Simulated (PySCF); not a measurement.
Below is a simulated gas-phase C 1s photoelectron spectrum of `CCC[SiH](F)F`.

Every computed line was given a Gaussian of 0.5 eV full width at half maximum and an area set by the number of equivalent atoms; the highest printed point is 100. Theory: delta-SCF UKS SCAN, pcX-2 on the ionised atom, pcseg-1 elsewhere, spin-free X2C in PySCF.

binding energy (eV), intensity and a bar:
```
    290.0          0 
    290.1          2 
    290.2          5 #
    290.3         13 ####
    290.4         29 #########
    290.5         52 ###############
    290.6         76 #######################
    290.7         94 ############################
    290.8        100 ##############################
    290.9         93 ############################
    291.0         77 #######################
    291.1         57 #################
    291.2         37 ###########
    291.3         20 ######
    291.4          9 ###
    291.5          3 #
    291.6          1 
    291.7          0
```

Problem. Count the maxima, the lines and the sites behind this envelope.

Solution. The curve has 1 maximum (at 290.8 eV). Under it lie 3 lines from 3 inequivalent carbon sites. At this width some lines have no maximum of their own.

Problem. Decompose the envelope and assign each component. Numbering: `[CH3:1][CH2:2][CH2:3][SiH:4]([F:5])[F:6]`.

Solution. 
| position (eV) | relative area | line | atoms | environment |
| --- | --- | --- | --- | --- |
| 290.66 | 1 | C 1s | C3 | sp3 carbon bound to silicon |
| 290.77 | 1 | C 1s | C1 | methyl carbon |
| 291.02 | 1 | C 1s | C2 | chain CH2 carbon |

Problem. What are the centre and the root-mean-square width of the whole band?

Solution. The area-weighted mean of the lines is 290.82 eV. Their own spread about it is 0.15 eV (rms) and each Gaussian has σ = 0.5/2.355 = 0.21 eV; the variances add, which gives 0.26 eV.

The listed C 1s values span 0.36 eV, from C3 (bonded to C, 2 H and Si) to C2 (bonded to 2 C and 2 H). The widest gap between neighbouring values is 0.25 eV, between 290.77 and 291.02 eV.

Shake-up satellites, vibrational structure and lifetime widths aren't simulated. The structure is a single GFN2-xTB conformer in the gas phase; no vibrational or solvent corrections.

Conformer computed: `[CH3:1][CH2:2][CH2:3][SiH:4]([F:5])[F:6]`: C1–C2–C3–Si4 -178°, C2–C3–Si4–F5 62°.
